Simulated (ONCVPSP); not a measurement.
**S: excitation energies, all-electron against ONCV**

| Item | Value |
| --- | --- |
| Element | sulfur (S) |
| Generator | ONCVPSP 4.0.1 |
| Type | optimised norm-conserving Vanderbilt (ONCV) |
| Functional | PBE |
| Relativity | scalar-relativistic |
| Frozen core | [Ne] |
| Valence charge | 6 |
| Reference configuration | 3s2 3p4 |
| Partial waves | 3s: rc 1.40 bohr, ncon 3, nbas 8, qcut 5 1/bohr, 3 projectors, debl 1.3 Ha; 3p: rc 1.45 bohr, ncon 3, nbas 7, qcut 6.7 1/bohr, 3 projectors, debl 1.8 Ha; d scattering state at 0.13 Ha: rc 1.40 bohr, ncon 3, nbas 8, qcut 7 1/bohr, local |
| Local potential | the d channel |
| Core correction | polynomial model core, fcfact 0.6 |

Energies are relative to the spin-unpolarised reference configuration 3s2 3p4; without spin polarisation the order of configurations can differ from experiment.

```tsv
valence configuration	charge	ΔE all-electron (eV)	error AE − PS (meV)
3s2 3p2	+2	34.052	+13
3s2 3p1	+3	68.094	+56
3s0 3p6	0	20.740	-4.7
```

Question: What are ΔE and the potential's error for 3s2 3p3?

Answer: ΔE = 11.769 eV all-electron; the error (AE − PS) is +1.1 meV.
